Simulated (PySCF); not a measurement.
**Structure elucidation problem**

The spectra below were simulated for a compound C6H13NO.

$^{1}$H NMR (500 MHz, computed): δ 4.08 (br, 1H), 1.81 (s, 3H), 1.32 (s, 9H).

$^{13}$C{$^{1}$H} NMR (computed): δ 174.7 (C), 50.2 (C), 29.7 (CH3), 25.4 (CH3).

[PySCF 2.14.0 with density-fitted response routines: CAM-B3LYP/pcSseg-1 with gauge-including orbitals; geometry from PBE0-D3(BJ)/def2-SVP; no solvent; one computed conformer; rapidly exchanging positions averaged; non-relativistic]

Scale: TMS for $^{1}$H (31.33 ppm), $^{13}$C (182.45 ppm) (reference shieldings calculated alike).

What is the structure?

Results:


1. Rings plus π bonds: 1 (no ring in the answer).
2. 4 carbon signals for 6 carbons: some carbons are equivalent by symmetry or fast rotation.
3. Carbon types of the structure: 2 × C, 4 × CH3, leaving 1 H on heteroatoms.
4. δC 174.7: amide carbonyl carbon; it is a carbonyl in resonance with an O or N lone pair, the region of acids, esters and amides.
5. δC 50.2: fully substituted sp3 carbon bonded to N; deshielded by the electronegative neighbour.
6. δC 29.7: methyl carbon; aliphatic region, no heteroatom directly attached.
7. δC 25.4: methyl carbon α to a carbonyl; α to the electron-withdrawing carbonyl group.
8. δH 4.08: hydrogen on an amide-type nitrogen; exchangeable, gas-phase position.
9. δH 1.81: hydrogen on a methyl carbon α to a carbonyl; α to C=O.
10. δH 1.32: hydrogen on a methyl carbon.

These data were computed for SMILES C(C)(=O)NC(C)(C)C.

This is the structure that produced the data.

OH/NH shifts are gas-phase values; hydrogen bonding in solution moves them, usually downfield. Shifts are as computed, not scaled to solution data. Of 1211 compounds with measured shifts, 218 miss one by over three times the rms of a fit or turn the order of signals round; such compounds aren't used in these exercises. Hydrogen bonding in solution deshields acid and N–H amide carbonyl carbons by as much as 10 ppm beyond these values. Multiplicities follow the n + 1 count of equivalent neighbours, as no J values were calculated; m marks all less simple cases, F and P coupling included.
